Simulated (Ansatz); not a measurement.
A structure relaxed at PBE-D4/def2-TZVP in Ansatz, charge 0, singlet:

Cartesian coordinates in Å:
```
Mg 0.001 -0.002 0.001
Se 2.102 1.010 0.653
Se -2.103 -1.007 -0.655
```

Give its formula and point group.

the cluster MgSe₂. Point group D∞h (tolerance 0.1 Å).

Summarise the bond lengths by kind (pairs closer than 1.2 times the sum of covalent radii, bridged metal pairs left out).

2 × Mg–Se 2.42 Å.

The restricted singlet is unstable towards broken spin symmetry at other levels; at PBE-D4/def2-TZVP this wasn't settled. An occupied level of the charge 0 singlet lies above an empty one (by up to 0.55 eV), so this SCF solution is probably not the lowest. Another isomer (triplet) lies 1.75 eV lower at PBE0-D4/def2-TZVP; other spin states weren't run for this one.
